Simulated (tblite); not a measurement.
Species: C₇H₁₆Ge.
SMILES with atom numbers: `[CH3:1][CH2:2][CH2:3][C@H:4]1[CH2:5][CH2:6][CH2:7][GeH2:8]1` (hydrogens: H9, H10, H11 on C1; H12, H13 on C2; H14, H15 on C3; H16 on C4; H17, H18 on C5; H19, H20 on C6; H21, H22 on C7; H23, H24 on Ge8)

Cartesian coordinates in Å at the GFN2-xTB level; atoms count from 1:
```xyz
24
C7H16Ge angstrom
C     -3.560   -0.214   -0.056
C     -2.181    0.019   -0.658
C     -1.131    0.314    0.408
C      0.253    0.499   -0.197
C      1.312    0.852    0.850
C      2.701    0.680    0.238
C      2.835   -0.748   -0.294
Ge     1.049   -1.106   -1.081
H     -3.539   -1.052    0.637
H     -3.892    0.669    0.486
H     -4.287   -0.431   -0.835
H     -1.868   -0.868   -1.220
H     -2.226    0.855   -1.360
H     -1.104   -0.513    1.124
H     -1.415    1.216    0.959
H      0.208    1.310   -0.932
H      1.214    0.175    1.702
H      1.177    1.873    1.216
H      3.477    0.901    0.974
H      2.811    1.387   -0.588
H      3.671   -0.836   -0.986
H      3.020   -1.437    0.531
H      0.999   -1.095   -2.589
H      0.466   -2.430   -0.653
```

Level: GFN2-xTB in tblite, geometry and Hessian alike; calculated harmonic values, unscaled, isolated species. This tight-binding method is rough: wavenumbers can miss measured ones by several per cent, in bad cases by 10 to 20. Modes of hydrogen on germanium can be 10 to 20 % off. One conformer, not necessarily the lowest.

Harmonic wavenumbers (cm⁻¹): 64.4, 85.0, 91.5, 144.1, 217.7, 236.7, 265.3, 278.2, 357.2, 414.0, 441.6, 484.5, 543.7, 575.2, 600.8, 627.0, 772.2, 787.2, 839.6, 885.4, 904.5, 927.9, 942.0, 975.5, 1021.9, 1048.1, 1075.5, 1086.1, 1107.4, 1114.3, 1132.5, 1160.9, 1206.1, 1223.3, 1248.6, 1264.1, 1268.5, 1285.0, 1310.8, 1332.7, 1338.9, 1367.6, 1415.4, 1462.6, 1488.6, 1491.5, 1495.8, 1500.0, 1504.1, 1506.3, 1909.3, 1984.0, 2907.5, 2920.2, 2936.9, 2946.5, 2952.8, 2954.5, 2965.0, 2966.6, 2971.4, 2973.8, 2996.2, 3028.0, 3031.9, 3037.9.

A = 2510, B = 830.7, C = 661.5 MHz; mass 174.046 u (most abundant isotopes); point group C1, symmetry number 1.

Task: What is the zero-point energy?

Result: Half the sum of the wavenumbers: 45700 cm⁻¹ = 130.66 kcal/mol.

Task: Give the ideal-gas entropy at 298.15 K and 1 bar in the rigid-rotor, harmonic-oscillator model (classical rotation).

Result: Translation 41.40, rotation 29.83, vibration 29.10: S = 100.3 cal/(mol K).

Task: And Cp and H(298.15 K) − H(0)?

Result: Cp = 41.54 cal/(mol K), of which vibrations give 33.59 (their classical limit is 66 R = 131.2); H(298.15 K) − H(0) = 7.15 kcal/mol without the zero-point energy, 4.78 from vibrations.

Task: Blend soft modes into free rotors: weight 1/[1 + (100 cm⁻¹/ν̃)⁴] for the oscillator and the rest for a rotor with moment μB/(μ + B), μ = h/(8π²ν), B = 10⁻⁴⁴ kg m². What vibrational entropy results?

Result: 27.30 cal/(mol K) in place of 29.10, which changes −T·S at 298.15 K by +0.53 kcal/mol.

Task: What must be added to the electronic energy to get the Gibbs energy at 298.15 K and 1 bar?

Result: ZPE + [H(298.15 K) − H(0)] − T·S = 130.66 + 7.15 − 29.91 = 107.90 kcal/mol.

Task: Which modes carry the vibrational entropy at 298.15 K?

Result: 64.4 cm⁻¹: 4.32; 85.0 cm⁻¹: 3.77; 91.5 cm⁻¹: 3.63; 144.1 cm⁻¹: 2.75; 217.7 cm⁻¹: 1.98; 236.7 cm⁻¹: 1.83 cal/(mol K); the other 60 give 10.82 together.

Hindered rotation and anharmonicity are outside this model. Other conformers, if any are populated, would add a mixing term that is left out. The structure is chiral; the term R ln 2 for an equal mix with its mirror image is left out.
